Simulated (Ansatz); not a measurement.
Basis-set series for BBrH₄SiSn, SMILES `Br[B]1[SiH2][SnH2]1`. Charge 0, multiplicity 1. Sn takes the def2 core potential. All single points use the PBE0-D4/def2-TZVP geometry.

```
functional       basis  functions  energy (Eh)  HOMO (eV)  LUMO (eV)
   PBE0-D4    def2-SVP        110  -3104.28830      -6.32      -1.99
   PBE0-D4  def2-QZVPP        418  -3104.80046      -6.37      -2.08
   ωB97M-V    def2-SVP        110  -3104.48976      -8.06      -0.21
   ωB97M-V  def2-QZVPP        418  -3105.00094      -8.15      -0.43
```

(1) Give the rows for def2-TZVPP. (Estimate.)

## Answers

(1) Ansatz gave: 
```csv
functional,basis,functions,energy (Eh),HOMO (eV),LUMO (eV)
PBE0-D4,def2-TZVPP,227,-3104.73536,-6.36,-2.06
ωB97M-V,def2-TZVPP,227,-3104.93848,-8.14,-0.38
```

Scalar relativity is left out up to krypton.
